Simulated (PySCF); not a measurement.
Species: H10SSi4.
InChI=1S/H10SSi4/c2-1-5(3)4/h5H,2-4H3

Torsions of this conformer, `[SiH3:1][S:2][SiH:3]([SiH3:4])[SiH3:5]`: Si1–S2–Si3–Si4 -79°.

The closed-shell ground state was solved at several levels (PySCF, density fitting, gas phase, non-relativistic). Geometry: PBE0-D3(BJ)/def2-SVP, one conformer, isolated molecule.

```csv
level,basis functions,HOMO (eV),LUMO (eV),gap (eV),dipole (D)
mPW1PW91/pcSseg-2,355,-7.17,-0.91,6.26,1.14
PBE0/pcSseg-1,170,-7.19,-0.92,6.27,1.33
```

Question: Estimate the row for CAM-B3LYP/def2-SVPD, a basis of 203 functions; the other rows only guide the guess.

Answer: HOMO -8.32 eV, LUMO 0.16 eV, gap 8.48 eV, dipole 1.08 D.

Question: How far do the dipole and the HOMO energy spread over the levels?

Answer: The dipole runs from 1.08 to 1.33 D (mean 1.18 D) and the HOMO from -8.32 to -7.17 eV.
